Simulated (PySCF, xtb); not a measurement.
SiBrF₃, SMILES F[Si](F)(F)Br.

Harmonic wavenumbers (cm⁻¹) from GFN2-xTB (xtb) at its own minimum, in rising order: 145, 145, 226, 238, 238, 502, 871, 977, 977.

### Question
What does PBE-D3(BJ)/def2-SVP (PySCF) give at its own minimum? (An estimate is asked for; the answer gives what the named calculation found.)

### Answer
181, 182, 268, 308, 308, 485, 829, 975, 975. Paired by order, the mean absolute difference is 36 cm⁻¹ and the zero-point energies are 6.2 and 6.5 kcal/mol.
